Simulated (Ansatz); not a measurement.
`C[O][In]([F])[Cl]` + H–F → `C[O][In]([F])[F]` + HCl  (ligand exchange at the In–Cl bond)

Gas-phase electronic energies from Ansatz, PBE0-D4/def2-TZVP geometries. CCSD(T)/CBS is the MP2 limit (def2-TZVPP, def2-QZVPP) plus CCSD(T) − MP2 in def2-TZVPP, frozen cores. This one scheme is used for every species. DFT in def2-TZVPP. def2 core potentials past Kr. For In outer-core shells are correlated without core-valence functions, which leaves a few kJ/mol of doubt a bond. Each species was taken in one conformer, which may not be the lowest.

```
             level  ΔE (kcal/mol)
           BLYP-D4           12.7
           ωB97M-V           15.2
              BLYP           11.8
RPA@PBE/def2-TZVPP           14.2
       HF/def2-SVP           16.6
      MP2/def2-SVP           13.2
    MP2/def2-TZVPP           16.8
SCS-MP2/def2-QZVPP           15.5
```

**Question.** What does CCSD(T)/CBS give? (An estimate is asked.)

**Answer.** The calculation gave: +16.1 kcal/mol. The listed levels differ from it by -3.4, -0.9, -4.3, -1.9, 0.5, -2.9, 0.7, -0.6 kcal/mol.

Largest T1 diagnostic among the species: 0.017.

From BLYP to BHLYP (50 % exact exchange), in def2-TZVPP and without D4, ΔE moves by +3.9 kcal/mol. Leaving LDA and LC-ωPBE aside and taking each functional with its dispersion term where it has one, the values, not all of them listed here, spread over 4.3 kcal/mol, from BLYP-D4 to PBE-QIDH. LDA lies +1.9 kcal/mol from PBE without D4. The D4 term adds +0.8 kcal/mol with B3LYP and +0.4 kcal/mol with PBE0; it sums over pairs of atoms, weighted by their polarisabilities, and B3LYP, whose exchange is more repulsive, gets the larger term.

B3LYP here is the variant with VWN-RPA as its local correlation; programs differ in this.
